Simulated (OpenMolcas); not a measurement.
## OpenMolcas run: La

Input:

```
&GATEWAY
Coord
1

La 0.0 0.0 0.0
Basis=ANO-RCC-VTZP
Group=XYZ
NoMove
AngMom=0.0 0.0 0.0
AMFI
&SEWARD
* reference wave functions (RASSCF and RASSI steps not shown): 3 electrons in 6 orbitals (5d 6s)
>>> COPY JOB001 $Project.JobIph
&CASPT2
Multistate=65 1 2 3 4 5 6 7 8 9 10 11 12 13 14 15 16 17 18 19 20 21 22
23 24 25 26 27 28 29 30 31 32 33 34 35 36 37 38 39 40 41 42 43 44 45 46
47 48 49 50 51 52 53 54 55 56 57 58 59 60 61 62 63 64 65
Frozen=14 9
IPEA=0.0
Imaginary=0.1
MaxIter=60
WThr=0.0 0.3 0.05
PrWF=0.5
NoMix
Threshold=1.0e-9 1.0e-6
>>> COPY JOB002 $Project.JobIph
&CASPT2
Multistate=20 1 2 3 4 5 6 7 8 9 10 11 12 13 14 15 16 17 18 19 20
Frozen=14 9
IPEA=0.0
Imaginary=0.1
MaxIter=60
WThr=0.0 0.3 0.05
PrWF=0.5
NoMix
Threshold=1.0e-9 1.0e-6
```

Output, cut to the results:

```
--- CASPT2 ---
Orbital specifications:
      -----------------------

      Symmetry species                           1   2
                                                ag  au
      Frozen orbitals                           14   9
      Inactive orbitals                          1   3
      Active orbitals                            6   0
      Secondary orbitals                        30  41
      Deleted orbitals                           0   0
      Number of basis functions                 51  53
Type of calculation                        MS-CASPT2
      Fock operator                              state-specific
      IPEA shift                                 0.00
      Real shift                                 0.00
      Imaginary shift                            0.10
      The input orbitals will be transformed to quasi-canonical
Reference energy:       -8486.5234820798
      E2 (Non-variational):      -0.2724773118
      Shift correction:          -0.0038825076
      E2 (Variational):          -0.2763598194
      Total energy:           -8486.7998418991
      Residual norm:              0.0000001275
      Reference weight:           0.85811
      Contributions to the CASPT2 correlation energy
      Active & Virtual Only:         -0.0306276944
      One Inactive Excited:          -0.0789171469
      Two Inactive Excited:          -0.1629324705
Reference energy:       -8486.5234820788
      E2 (Non-variational):      -0.2724773128
      Shift correction:          -0.0038825081
      E2 (Variational):          -0.2763598210
      Total energy:           -8486.7998418998
      Residual norm:              0.0000001275
      Reference weight:           0.85811
      Contributions to the CASPT2 correlation energy
      Active & Virtual Only:         -0.0306276954
      One Inactive Excited:          -0.0789171469
      Two Inactive Excited:          -0.1629324705
::    CASPT2 Root  1     Total energy:  -8486.79984190
::    CASPT2 Root  2     Total energy:  -8486.79984190
::    CASPT2 Root  3     Total energy:  -8486.79984207
::    CASPT2 Root  4     Total energy:  -8486.79984207
::    CASPT2 Root  5     Total energy:  -8486.79986111
::    CASPT2 Root  6     Total energy:  -8486.76975822
::    CASPT2 Root  7     Total energy:  -8486.76975948
::    CASPT2 Root  8     Total energy:  -8486.76975949
::    CASPT2 Root  9     Total energy:  -8486.78132936
::    CASPT2 Root 10     Total energy:  -8486.78133076
::    CASPT2 Root 11     Total energy:  -8486.77335793
::    CASPT2 Root 12     Total energy:  -8486.77336066
::    CASPT2 Root 13     Total energy:  -8486.77855956
::    CASPT2 Root 14     Total energy:  -8486.78010637
::    CASPT2 Root 15     Total energy:  -8486.77997478
::    CASPT2 Root 16     Total energy:  -8486.75904204
::    CASPT2 Root 17     Total energy:  -8486.75904115
::    CASPT2 Root 18     Total energy:  -8486.76606151
::    CASPT2 Root 19     Total energy:  -8486.76606149
::    CASPT2 Root 20     Total energy:  -8486.76590329
::    CASPT2 Root 21     Total energy:  -8486.76590013
::    CASPT2 Root 22     Total energy:  -8486.76080349
::    CASPT2 Root 23     Total energy:  -8486.76075351
::    CASPT2 Root 24     Total energy:  -8486.76254400
::    CASPT2 Root 25     Total energy:  -8486.77384555
::    CASPT2 Root 26     Total energy:  -8486.77384554
::    CASPT2 Root 27     Total energy:  -8486.77384562
::    CASPT2 Root 28     Total energy:  -8486.77384563
::    CASPT2 Root 29     Total energy:  -8486.77354233
::    CASPT2 Root 30     Total energy:  -8486.73486691
--- CASPT2 ---
Orbital specifications:
      -----------------------

      Symmetry species                           1   2
                                                ag  au
      Frozen orbitals                           14   9
      Inactive orbitals                          1   3
      Active orbitals                            6   0
      Secondary orbitals                        30  41
      Deleted orbitals                           0   0
      Number of basis functions                 51  53
Type of calculation                        MS-CASPT2
      Fock operator                              state-specific
      IPEA shift                                 0.00
      Real shift                                 0.00
      Imaginary shift                            0.10
      The input orbitals will be transformed to quasi-canonical
Reference energy:       -8486.5217224306
      E2 (Non-variational):      -0.2677768311
      Shift correction:          -0.0020565213
      E2 (Variational):          -0.2698333524
      Total energy:           -8486.7915557830
      Residual norm:              0.0000004238
      Reference weight:           0.87850
      Contributions to the CASPT2 correlation energy
      Active & Virtual Only:         -0.0225058704
      One Inactive Excited:          -0.0871527505
      Two Inactive Excited:          -0.1581182101
Reference energy:       -8486.5217224306
      E2 (Non-variational):      -0.2677771724
      Shift correction:          -0.0020565679
      E2 (Variational):          -0.2698337403
      Total energy:           -8486.7915561709
      Residual norm:              0.0000004237
      Reference weight:           0.87850
      Contributions to the CASPT2 correlation energy
      Active & Virtual Only:         -0.0225060671
      One Inactive Excited:          -0.0871528567
      Two Inactive Excited:          -0.1581182485
::    CASPT2 Root  1     Total energy:  -8486.79155578
::    CASPT2 Root  2     Total energy:  -8486.79155617
::    CASPT2 Root  3     Total energy:  -8486.78502282
::    CASPT2 Root  4     Total energy:  -8486.78501989
::    CASPT2 Root  5     Total energy:  -8486.78906289
::    CASPT2 Root  6     Total energy:  -8486.79047474
::    CASPT2 Root  7     Total energy:  -8486.79038052
::    CASPT2 Root  8     Total energy:  -8486.76955436
::    CASPT2 Root  9     Total energy:  -8486.76955424
...
```

Levels above the lowest, from the spin-orbit matrix with the single-state CASPT2 energies, averaged by term, on its diagonal:

```csv
Configuration,Term,J,E (eV),Measured (eV),g,Term weight %,Second
5d 6s²,²D,3/2,0.0000,0.0000,0.791,97,2 5d² 6s ⁴F
5d 6s²,²D,5/2,0.0889,0.1306,1.195,96,2 5d² 6s ⁴F
5d² 6s,⁴F,3/2,0.256,0.3308,0.414,96,2 5d 6s² ²D
5d² 6s,⁴F,5/2,0.297,0.3732,1.032,95,3 5d 6s² ²D
5d² 6s,⁴F,7/2,0.353,0.4333,1.237,99,
5d² 6s,⁴F,9/2,0.431,0.5110,1.333,99,
5d² 6s,²F,5/2,0.590,0.8694,0.873,94,3 ²D
5d² 6s,²F,7/2,0.697,0.9983,1.142,98,
5d² 6s,²D,3/2,0.736,,0.862,87,10 ²P
5d² 6s,²D,5/2,0.777,,1.242,83,14 ⁴P
5d² 6s,⁴P,1/2,0.826,0.8966,1.948,63,36 ²P
5d² 6s,²P,1/2,0.856,1.1213,1.388,64,36 ⁴P
5d² 6s,⁴P,3/2,0.864,,1.666,83,17 ²P
5d² 6s,²P,3/2,0.925,1.2051,1.333,72,16 ⁴P
5d² 6s,⁴P,5/2,0.937,,1.545,86,13 ²D
5d² 6s,²G,7/2,1.064,1.2350,0.892,99,
5d² 6s,²G,9/2,1.074,1.2299,1.113,99,
5d³,⁴F,3/2,1.366,1.5412,0.408,98,2 ²D
5d³,⁴F,5/2,1.415,1.5854,1.030,99,
5d³,⁴F,7/2,1.476,1.6413,1.234,99,
5d³,⁴F,9/2,1.542,1.7044,1.322,95,5 ²G
5d³,²G,7/2,1.823,2.1106,0.894,98,
5d² 6s,²S,1/2,1.849,2.1067,1.880,72,15 5d³ ²P
5d³,²G,9/2,1.857,2.1252,1.085,78,18 ²H
```

Against the 19 measured excited levels shown (NIST Handbook of Basic Atomic Spectroscopic Data) the mean absolute deviation is 1400 cm-1; the largest miss in energy is 5d² 6s ²F_7/2: computed 0.697, measured 0.9983 eV (-30.2 %).

CASPT2 breaks the degeneracy within a term, and the mean is taken; among the terms shown or strongly mixed into the levels shown the widest spread is 1700 cm-1 (5d² 6s ²F). Over all roots computed the reference weight is 0.81 to 0.89; the roots of lowest weight are the least certain, and an intruder state may touch them. Some levels mix across a computed gap that differs much from the measured one, so their mixing is not that of the real levels. Terms from blocks run as CI alone lack orbitals of their own. Configurations are named by rounded mean occupations; where the s occupation lies near a half they are strongly mixed, a name can repeat and a true partner stay unpaired. A single d shell beside an s shell can misplace configurations of different d count against each other. The CASPT2 spread within a term exceeds the gap to the next term for 5d² 6s ²F and 5d² 6s ²D, 5d² 6s ⁴P and 5d² 6s ²G, 5d³ ²G and 5d² 6s ²S and others, so the order of their levels is uncertain, and so are names and mixing where such terms share a J. Measured partners are found by configuration, term and J. A level has none where our copy of the source lacks it or the pairing is in doubt (some pairs that miss far off the trend of their configuration count as doubtful), and it then counts in no deviation. Levels of configurations outside the active space are missing. The first state left out of the spin-orbit step lies near 35000 cm-1 above the lowest spin-free state of the reference (among the parities and spins computed), and the list stops at four fifths of that energy or lower. The table shows the lowest 24 of 35 levels.

The term weight is that of the spin-free term in the level, not the purity of its configuration.
